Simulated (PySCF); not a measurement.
**Electron correlation in Sc (scandium, neutral)**

[Ar] 3d1 4s2, 2D determinant. All numbers are calculated (PySCF 2.14, the spin-free X2C one-electron Hamiltonian (Gaussian nucleus), in x2c-SVPall (5s3p3d1f, 36 functions)). Frozen: [Ar]; 3 electrons correlated.

MP2 pair energies summed by pair of shells (mhartree):

```json
{"pair": "4s-4s", "energy": "-18.38", "share (%)": "77.5"}
{"pair": "3d-4s", "energy": "-5.34", "share (%)": "22.5"}
```

Total MP2 correlation energy: -23.72 mhartree.

Same-spin part -1.79 and opposite-spin part -21.93 mhartree; SCS-MP2 scales them by 1/3 and 6/5 to -26.91 mhartree.
